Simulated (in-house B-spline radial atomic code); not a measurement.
# RPA and G0W0 on PBE: Kr IX (Kr8+)

Configuration [Ar] 3d10, mean-field start PBE. Computed with a B-spline radial code for spherical atoms: all electrons, scalar-relativistic (spin-free one-electron X2C), finite nucleus, each spin shell either full or empty, empty states to l = 9 with an (l + 1/2)⁻⁴ tail; G0W0 by contour deformation at full frequency.

Command:
```bash
python run_gw.py task.json out
```
Settings (radii: box in bohr, nucleus in fm):
```
Z                        36
electrons                28
configuration            [Ar] 3d10
hamiltonian              x2c
method                   pbe,pbe
lmax                     9
rms_radius               4.1884
spin_polarised           False
box_radius               7.7
intervals                66
```

Run time, properties included: 2.7 s on 1 thread of Arm Neoverse N1 (shared host).

Energies (hartree):

```csv
term,value
mean-field total,-2771.24467
Hartree-Fock functional on these orbitals,-2770.12530
direct second order,-2.4055
second-order exchange,0.70024
SOSEX correction,0.65694
```

What is the RPA correlation energy, and what remains with SOSEX?

RPA gives -2.1495 hartree (-2.09 eV per electron); RPA + SOSEX gives -1.4925, and the second-order doubles -1.7052 hartree (no singles). SOSEX takes back 31 % of the RPA value.

Quasi-particle levels (eV):

```
level  occupied  mean field  Σx - vxc     Σc  QP weight     G0W0
   3d       yes     -215.19    -21.33      ?          ?        ?
   3p       yes     -329.37    -33.56   8.39      0.892  -354.54
   4s        no     -135.04     10.60  -1.52      0.994  -125.95
```

G0W0 = mean field + (Σx - vxc) + Σc, with Σc (partial-wave tail included) taken at the quasi-particle energy. Only the outer levels were computed. Levels of low weight are left out.

Where does G0W0 put 3d?

At -234.12 eV, with Σc = 2.40 eV and a quasi-particle weight of 0.970. The tabulated removal energy is 233 ± 0.7 eV (NIST, semi-empirical); the calculation leaves out spin-orbit coupling, Breit and QED terms, and what these don't explain is the method's own error.
